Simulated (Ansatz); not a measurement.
Reaction (redistribution): `[F][Al]([SiH3])[SH]` + `[F][Ga]([F])[SH]` → `[F][Al]([SH])[SH]` + `[F][Ga]([F])[SiH3]`

Program: Ansatz. Geometries: PBE0-D4/def2-TZVP. ΔE: electronic, gas phase. CCSD(T)/CBS is the MP2 limit (def2-TZVPP, def2-QZVPP) plus CCSD(T) − MP2 in def2-TZVPP, frozen cores. Functionals use def2-TZVPP. B3LYP here is the variant with VWN-RPA as its local correlation; programs differ in this. For Ga outer-core shells are correlated without core-valence functions, which leaves a few kJ/mol of doubt a bond. Scalar relativity is left out up to krypton. One conformer a species, not always the lowest.

Task: Is it downhill or uphill in electronic energy at CCSD(T)/CBS, and by how much? (Best estimate.)

Result: Ansatz gave: Downhill: ΔE = -12.4 kcal/mol.

Task: What do these levels give: B3LYP-D4, r2SCANh-D4, ωB97M-V, B2PLYP, revPBE, PBE0, CAM-B3LYP, LC-ωPBE, HF/def2-SVP, HF/def2-TZVPP, HF/def2-QZVPP, CCSD/CBS(def2)? (Best estimate.)

Result: Computed: B3LYP-D4 -12.6, r2SCANh-D4 -12.3, ωB97M-V -13.2, B2PLYP -12.2, revPBE -11.3, PBE0 -11.3, CAM-B3LYP -12.7, LC-ωPBE -11.9, HF/def2-SVP -10.7, HF/def2-TZVPP -11.0, HF/def2-QZVPP -11.1, CCSD/CBS(def2) -12.5 kcal/mol.

Largest T1 diagnostic among the species: 0.015.

At CCSD(T), def2-SVP lies +3.0 kcal/mol from the extrapolated value and def2-TZVPP +1.3 kcal/mol. Leaving LDA and LC-ωPBE aside and taking each functional with its dispersion term where it has one, the values, not all of them listed here, spread over 1.9 kcal/mol, from ωB97M-V to HSE06-D4.
